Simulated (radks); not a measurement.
Task: Neutral manganese, [Ar] 3d5 4s2. All-electron calculation, non-relativistic Kohn-Sham, exchange-only LDA, spin-polarised, spherical densities, point nucleus. Program: a radial shooting solver on a logarithmic mesh with Libxc functionals. Every spin shell is full or empty, so the densities are truly spherical. Functionals are evaluated on that one density, not self-consistently. Rank these exchange functionals by their error against the exact value of the orbitals, and give that value: LDA, PBEsol, RPBE, WC, AM05, G96, APBE, revTPSS, SCAN, MS2, Tao-Mo, MVS.

Result: Exact: -50.7652 hartree. From best to worst, with 100 (|E| - |E exact|)/|E exact| (equal figures are ties): MS2 0.00, MVS +0.03, RPBE +0.15, Tao-Mo -0.22, SCAN +0.42, G96 +0.44, revTPSS -0.46, APBE +0.76, WC -1.00, PBEsol -2.73, AM05 -5.73, LDA -6.39.
